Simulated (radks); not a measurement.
Values are calculated unless marked as measured or tabulated.
Question: The tungsten ion W8+ is in [Kr] 4d10 4f14 5s2 5p4. Level of theory: non-relativistic Kohn-Sham, PBE, spin-polarised, spherical densities, point nucleus (a radial shooting solver on a logarithmic mesh with Libxc functionals). Open shells are filled with parallel spins first. One electron is removed from 4f, 5p, 4d, 5s in turn, with full relaxation. Which removal costs least, and what does each cost?

Answer: 5p 156.21 eV; 4f 173.71 eV; 5s 183.40 eV; 4d 375.30 eV. The 5p electron leaves first.
